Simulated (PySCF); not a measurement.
Trends in electronic spectra. Computed with TDDFT CAM-B3LYP/def2-SVPD, vertical, gas phase, core orbitals frozen in the response in PySCF 2.14.0, density-fitted response routines. Geometries: PBE0-D3(BJ)/def2-SVP; one conformer of each isolated species. Triplets are in the Tamm–Dancoff approximation. Atoms past krypton carry core potentials; spin–orbit coupling is left out.

**Question.** Rank by computed lowest singlet excitation energy, lowest first.
A. `C1=CCSC1`
B. `C1C[C@H]2C[C@@H](C1)C2`
C. `C1CC(CCC1)N(C)C`
D. `Br[SiH]1CCOCC1`
E. `C#[C][Cd][C]#C`
F. `C[Si@@H](P)[SiH2]CCl`
G. `C=C(CC)C1CC1`
H. `[SiH3]OB[AsH2]`

**Answer.** H (4.96 eV), A (5.19 eV), E (5.43 eV), C (5.80 eV), F (6.18 eV), G (6.60 eV), D (6.95 eV), B (7.82 eV).

| SMILES | S1 (eV) | gap (eV) | α (au) | first f ≥ 0.01 (nm) | T1 (eV) | S1 mainly |
| --- | --- | --- | --- | --- | --- | --- |
| [SiH3]OB[AsH2] | 4.96 | 8.61 | 76.9 | 250 | 4.29 | H→L (85%) |
| C1=CCSC1 | 5.19 | 8.88 | 64.6 | 216 | 4.30 | H→L+1 (76%) |
| C#[C][Cd][C]#C | 5.43 | 8.94 | 69.7 | 184 | 4.66 | H-1/H→L/L+1 (≥67%) |
| CN(C)C1CCCCC1 | 5.80 | 8.57 | 102.3 | 185 | 5.68 | H→L (72%) |
| C[Si@@H](P)[SiH2]CCl | 6.18 | 8.99 | 124.6 | 201 | 5.31 | H→L (69%) |
| C=C(CC)C1CC1 | 6.60 | 9.39 | 82.6 | 188 | 4.13 | H→L+1 (96%) |
| Br[SiH]1CCOCC1 | 6.95 | 9.96 | 94.8 | 178 | – | H-1→L (76%) |
| C1C[C@H]2C[C@@H](C1)C2 | 7.82 | 10.64 | 76.4 | 155 | 7.64 | H→L (94%) |

H and L stand for HOMO and LUMO; a dash means that no computed state gives the value. A slash joins orbitals within 0.01 eV of each other, whose weights are summed (≥ marks a lower bound).

- `[SiH3]OB[AsH2]`: Löwdin shares by element: HOMO arsenic 55%, boron 17%, oxygen 11%, hydrogen 5% or more; LUMO boron 40%, arsenic 19%, oxygen 18%, hydrogen 8% or more.
- `C1=CCSC1`: Löwdin shares by element: HOMO sulfur 63%, carbon 21% or more (atoms not listed hold the other 16%); LUMO carbon 78% (atoms not listed hold the other 22%).
- `C#[C][Cd][C]#C`: Löwdin shares by element: HOMO (one of a set within 0.03 eV) carbon 92%; LUMO (one of a set within 0.03 eV) cadmium 60%, carbon 29% or more.
- `CN(C)C1CCCCC1`: Löwdin shares by element: HOMO nitrogen 54%, carbon 22% or more (atoms not listed hold the other 24%); LUMO carbon 29% or more (atoms not listed hold the other 71%).
- `C[Si@@H](P)[SiH2]CCl`: Löwdin shares by element: HOMO phosphorus 50%, silicon 29%, hydrogen 5% or more (atoms not listed hold the other 16%); LUMO silicon 31%, chlorine 18%, carbon 11% or more (atoms not listed hold the other 40%).
- `C=C(CC)C1CC1`: Löwdin shares by element: HOMO carbon 76% or more (atoms not listed hold the other 24%); LUMO carbon 39% or more (atoms not listed hold the other 61%).
- `Br[SiH]1CCOCC1`: Löwdin shares by element: HOMO oxygen 46%, carbon 16% or more, bromine 8% (atoms not listed hold the other 31%); LUMO bromine 52%, silicon 18%, hydrogen 4% or more, carbon 4% or more (atoms not listed hold the other 22%).
- `C1C[C@H]2C[C@@H](C1)C2`: Löwdin shares by element: HOMO carbon 54% or more (atoms not listed hold the other 46%); LUMO carbon 30% or more (atoms not listed hold the other 70%).
